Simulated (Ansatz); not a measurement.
Relaxation of BClH5OP (9 atoms, charge 0, multiplicity 1), to a largest force component of 0.03 eV/Å in at most 50 steps.

Computed with RKS LDA/6-31G* in Ansatz.

```xyz
9
Properties=species:S:1:pos:R:3:forces:R:3
B -0.023 0.608 -0.304 0.13 0.07 -0.24
H -0.337 -0.354 1.871 0.22 -1.94 0.29
O 1.236 0.136 -0.331 -0.02 0.06 0.03
H 1.293 -0.757 -0.732 0.00 -0.06 -0.03
Cl -1.348 -0.345 -1.001 -0.03 -0.01 -0.01
P -0.330 2.420 0.222 -0.02 0.26 -0.13
H -1.522 2.161 0.973 -0.01 0.00 0.00
H 0.544 2.414 1.360 0.01 -0.02 -0.02
H -0.437 0.360 1.851 -0.27 1.63 0.11
```

Task: Where does it end, and by what steps?

Result: The forces met the threshold. The force dipped under the threshold on the way, but the program's further checks kept it going. After 11 steps the energy has fallen by 0.161 eV; H2 moved furthest, 0.67 Å.

| step | energy less start (eV) | largest force component (eV/Å) | accepted |
| --- | --- | --- | --- |
| 0 | 0.0000 | 1.935 | yes |
| 1 | -0.1189 | 0.171 | yes |
| 2 | -0.1466 | 0.269 | yes |
| 3 | -0.1539 | 0.105 | yes |
| 4 | -0.1548 | 0.126 | yes |
| 5 | -0.1567 | 0.067 | yes |
| 6 | -0.1588 | 0.016 | yes |
| 7 | -0.1264 | 1.028 | no |
| 8 | -0.1596 | 0.097 | yes |
| 9 | -0.1599 | 0.158 | yes |
| 10 | -0.1604 | 0.051 | yes |
| 11 | -0.1607 | 0.007 | yes |

```xyz
9
Properties=species:S:1:pos:R:3
B 0.010 0.680 -0.458
H -0.531 -0.497 2.499
O 1.271 0.215 -0.482
H 1.335 -0.671 -0.900
Cl -1.311 -0.289 -1.141
P -0.327 2.466 0.141
H -1.487 2.151 0.922
H 0.591 2.438 1.243
H -0.475 0.149 2.086
```

The run took 24 s on 1 thread of Arm Neoverse V1, with other jobs on the host, peak memory 0.14 GiB.
